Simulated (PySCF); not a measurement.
Match the calculated data to a structure.

All candidates are C4H4FNO.

* Rotational structure: rotational constants A, B, C: 7.079, 1.599, 1.315 GHz [GFN2-xTB]
* UV, strongest line: among the 8 lowest singlet transitions: S2 at 5.96 eV (208 nm, f = 0.433) [TDDFT PBE0/def2-SVPD]
* Polarisability: 60.3 au [PBE0/def2-SVPD]
* UV, first state: lowest singlet excitation: 5.29 eV (234 nm, f = 0.002) [TDDFT PBE0/def2-SVPD]
* Dipole: 4.49 D [PBE0/def2-SVPD]
* Triplet: lowest triplet excitation (Tamm–Dancoff): 3.63 eV [TDA PBE0/def2-SVPD]

Gas-phase values; electronic properties from PySCF, density fitting. Levels stand in brackets. Geometry: GFN2-xTB, one conformer, isolated molecule.

**Question.** Which candidate is it?
A. `CO/C=C(\F)C#N`
B. `NC(=O)C#CCF`
C. `FCc1cnoc1`

**Answer.** A. It is `CO/C=C(\F)C#N`. Numbering: `[CH3:1][O:2]/[CH:3]=[C:4](\[F:5])[C:6]#[N:7]`. Its formula, C4H4FNO, gives 3 degrees of unsaturation: 0 rings and 3 π bonds in the structure found. S1 is mainly HOMO→LUMO+1 (weight 0.97); the largest Löwdin shares of the orbital it empties are 0.25 on the vinylic C–F carbon, 0.20 on the ether oxygen, 0.17 on the vinylic carbon bearing oxygen and 0.14 on the nitrile nitrogen, of the orbital it fills 0.23 on the nitrile nitrogen, 0.21 on the nitrile carbon, 0.17 on the vinylic C–F carbon and 0.12 on the vinyl fluorine. The optimised geometry has point group Cs and is an asymmetric top.

The others, at the same levels:
- `FCc1cnoc1` fails: its computed lowest singlet excitation is 6.26 eV (198 nm, f = 0.005) (against 5.29 eV), lowest triplet excitation (Tamm–Dancoff) is 4.29 eV (against 3.63 eV) and static isotropic polarisability is 54.3 au (against 60.3 au).
- `NC(=O)C#CCF` fails: its computed lowest singlet excitation is 4.98 eV (249 nm, f = 0.000) (against 5.29 eV), lowest triplet excitation (Tamm–Dancoff) is 4.52 eV (against 3.63 eV) and strongest line among the 8 lowest singlet transitions is S7 at 7.02 eV (177 nm, f = 0.150) (against S2 at 5.96 eV).

Each candidate is one conformer, not necessarily the lowest. Dipoles, sizes and rotational constants follow the conformer. The torsions of the flexible species, by atom-mapped SMILES:
- `[CH3:1][O:2]/[CH:3]=[C:4](\[F:5])[C:6]#[N:7]`: C1–O2–C3–C4 0°
- `[F:1][CH2:2][c:3]1[cH:4][n:5][o:6][cH:7]1`: F1–C2–C3–C4 -89°
- `[NH2:1][C:2](=[O:3])[C:4]#[C:5][CH2:6][F:7]`: H–N1–C2–O3 180°, H–N1–C2–O3 0°
